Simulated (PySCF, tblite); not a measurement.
Isomers of C5H8FN3, one GFN2-xTB conformer each. Single-point energies are computed at PBE0/pcSseg-1 (PySCF, gas phase, no added dispersion term), electronic only.

```json
{"SMILES": "CCc1c(F)nnn1C", "GFN2-xTB relative energy (kcal/mol)": "12.8"}
{"SMILES": "CC(C)c1n[nH]c(F)n1", "GFN2-xTB relative energy (kcal/mol)": "0.0"}
{"SMILES": "CCCn1ncc(F)n1", "GFN2-xTB relative energy (kcal/mol)": "10.8"}
```

Conformers: `[CH3:1][CH2:2][c:3]1[c:4]([F:5])[n:6][n:7][n:8]1[CH3:9]` with C1–C2–C3–C4 89°; `[CH3:1][CH:2]([CH3:3])[c:4]1[n:5][nH:6][c:7]([F:8])[n:9]1` with C1–C2–C4–N5 -120°; `[CH3:1][CH2:2][CH2:3][n:4]1[n:5][cH:6][c:7]([F:8])[n:9]1` with C1–C2–C3–N4 -67°, C2–C3–N4–N5 99°.

What does PBE0/pcSseg-1 give for the same structures?

```json
{"SMILES": "CC(C)c1n[nH]c(F)n1", "PBE0/pcSseg-1 E (Eh)": "-458.88000", "PBE0/pcSseg-1 (kcal/mol)": "0.0", "GFN2-xTB (kcal/mol)": "0.0", "point group": "Cs"}
{"SMILES": "CCCn1ncc(F)n1", "PBE0/pcSseg-1 E (Eh)": "-458.85053", "PBE0/pcSseg-1 (kcal/mol)": "18.5", "GFN2-xTB (kcal/mol)": "10.8", "point group": "C1"}
{"SMILES": "CCc1c(F)nnn1C", "PBE0/pcSseg-1 E (Eh)": "-458.84517", "PBE0/pcSseg-1 (kcal/mol)": "21.9", "GFN2-xTB (kcal/mol)": "12.8", "point group": "C1"}
```

Both levels put the same isomer lowest; measured from each level's own lowest isomer, the values differ by up to 9.1 kcal/mol (CCc1c(F)nnn1C: 12.8 against 21.9). As drawn, the lowest has an N–H bond, which the highest lacks.

Which frontier levels, dipoles and rotational constants go with these structures?

| SMILES | HOMO (eV, PBE0/pcSseg-1) | LUMO (eV) | dipole (D) | A, B, C (MHz) |
| --- | --- | --- | --- | --- |
| CC(C)c1n[nH]c(F)n1 | -7.63 | 0.35 | 1.72 | 3539, 1028, 959.2 |
| CCCn1ncc(F)n1 | -7.57 | -0.26 | 1.99 | 3763, 988.8, 933.6 |
| CCc1c(F)nnn1C | -7.14 | -0.12 | 5.67 | 1939, 1821, 1019 |

What happens when harmonic zero-point energies from GFN2-xTB frequencies are added?

```csv
SMILES,ZPE (kcal/mol),electronic (kcal/mol),with ZPE (kcal/mol)
CC(C)c1n[nH]c(F)n1,83.7,0.0,0.0
CCCn1ncc(F)n1,83.9,18.5,18.7
CCc1c(F)nnn1C,83.3,21.9,21.4
```

The zero-point energies span 0.6 kcal/mol. The order is unchanged.
